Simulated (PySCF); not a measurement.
Ga(Me)2(NCO) (C3H6GaNO), SMILES [Ga]([N]=C=O)([CH3])[CH3].

Coordinates come from a PBE0-D3(BJ)/def2-SVP optimisation. One conformer was computed; it need not be the lowest.

Calculation: PySCF with PBE0-D3(BJ)/def2-SVP.

Frequencies are harmonic and unscaled.

**Question.** Estimate the vibrational spectrum. (Estimate from the structure and the level; the computed values follow.)

**Answer.** 
```json
[
 {"mode": "1", "ν (cm⁻¹)": "30", "IR (km/mol)": "0.0", "moving atoms (share of kinetic energy)": "H 99 %"},
 {"mode": "2", "ν (cm⁻¹)": "33", "IR (km/mol)": "0.0", "moving atoms (share of kinetic energy)": "O 33 %, C 29 %, N 23 %, H 12 %"},
 {"mode": "3", "ν (cm⁻¹)": "38", "IR (km/mol)": "0.3", "moving atoms (share of kinetic energy)": "H 98 %"},
 {"mode": "4", "ν (cm⁻¹)": "72", "IR (km/mol)": "0.4", "moving atoms (share of kinetic energy)": "N 51 %, O 23 %, C 15 %"},
 {"mode": "5", "ν (cm⁻¹)": "143", "IR (km/mol)": "2.8", "moving atoms (share of kinetic energy)": "C 53 %, H 33 %, Ga 11 %"},
 {"mode": "6", "ν (cm⁻¹)": "166", "IR (km/mol)": "6.4", "moving atoms (share of kinetic energy)": "Ga 35 %, C 23 %, H 21 %, N 20 %"},
 {"mode": "7", "ν (cm⁻¹)": "191", "IR (km/mol)": "15.8", "moving atoms (share of kinetic energy)": "N 50 %, C 23 %, H 13 %, Ga 12 %"},
 {"mode": "8", "ν (cm⁻¹)": "418", "IR (km/mol)": "69.5", "moving atoms (share of kinetic energy)": "O 32 %, Ga 29 %, C 23 %, N 15 %"},
 {"mode": "9", "ν (cm⁻¹)": "557", "IR (km/mol)": "21.2", "moving atoms (share of kinetic energy)": "C 71 %, H 20 %, Ga 8 %"},
 {"mode": "10", "ν (cm⁻¹)": "618", "IR (km/mol)": "26.6", "moving atoms (share of kinetic energy)": "C 56 %, Ga 25 %, H 17 %"},
 {"mode": "11", "ν (cm⁻¹)": "625", "IR (km/mol)": "50.2", "moving atoms (share of kinetic energy)": "C 71 %, O 14 %, N 11 %"},
 {"mode": "12", "ν (cm⁻¹)": "628", "IR (km/mol)": "0.1", "moving atoms (share of kinetic energy)": "H 86 %, C 14 %"},
 {"mode": "13", "ν (cm⁻¹)": "643", "IR (km/mol)": "30.5", "moving atoms (share of kinetic energy)": "C 72 %, O 14 %, N 14 %"},
 {"mode": "14", "ν (cm⁻¹)": "721", "IR (km/mol)": "26.8", "moving atoms (share of kinetic energy)": "H 80 %, C 18 %"},
 {"mode": "15", "ν (cm⁻¹)": "736", "IR (km/mol)": "56.5", "moving atoms (share of kinetic energy)": "H 77 %, C 20 %"},
 {"mode": "16", "ν (cm⁻¹)": "774", "IR (km/mol)": "90.7", "moving atoms (share of kinetic energy)": "H 76 %, C 21 %"},
 {"mode": "17", "ν (cm⁻¹)": "1222", "IR (km/mol)": "21.7", "moving atoms (share of kinetic energy)": "H 79 %, C 21 %"},
 {"mode": "18", "ν (cm⁻¹)": "1222", "IR (km/mol)": "3.3", "moving atoms (share of kinetic energy)": "H 81 %, C 19 %"},
 {"mode": "19", "ν (cm⁻¹)": "1420", "IR (km/mol)": "1.4", "moving atoms (share of kinetic energy)": "H 95 %"},
 {"mode": "20", "ν (cm⁻¹)": "1425", "IR (km/mol)": "0.0", "moving atoms (share of kinetic energy)": "H 95 %"},
 {"mode": "21", "ν (cm⁻¹)": "1427", "IR (km/mol)": "1.3", "moving atoms (share of kinetic energy)": "H 96 %"},
 {"mode": "22", "ν (cm⁻¹)": "1429", "IR (km/mol)": "5.8", "moving atoms (share of kinetic energy)": "H 95 %"},
 {"mode": "23", "ν (cm⁻¹)": "1496", "IR (km/mol)": "12.6", "moving atoms (share of kinetic energy)": "N 55 %, O 43 %"},
 {"mode": "24", "ν (cm⁻¹)": "2449", "IR (km/mol)": "1560.8", "moving atoms (share of kinetic energy)": "C 70 %, N 19 %, O 11 %"},
 {"mode": "25", "ν (cm⁻¹)": "3060", "IR (km/mol)": "2.8", "moving atoms (share of kinetic energy)": "H 97 %"},
 {"mode": "26", "ν (cm⁻¹)": "3061", "IR (km/mol)": "0.3", "moving atoms (share of kinetic energy)": "H 97 %"},
 {"mode": "27", "ν (cm⁻¹)": "3161", "IR (km/mol)": "0.0", "moving atoms (share of kinetic energy)": "H 91 %, C 9 %"},
 {"mode": "28", "ν (cm⁻¹)": "3161", "IR (km/mol)": "2.6", "moving atoms (share of kinetic energy)": "H 91 %, C 9 %"},
 {"mode": "29", "ν (cm⁻¹)": "3183", "IR (km/mol)": "0.0", "moving atoms (share of kinetic energy)": "H 90 %, C 10 %"},
 {"mode": "30", "ν (cm⁻¹)": "3183", "IR (km/mol)": "8.8", "moving atoms (share of kinetic energy)": "H 90 %, C 10 %"}
]
```
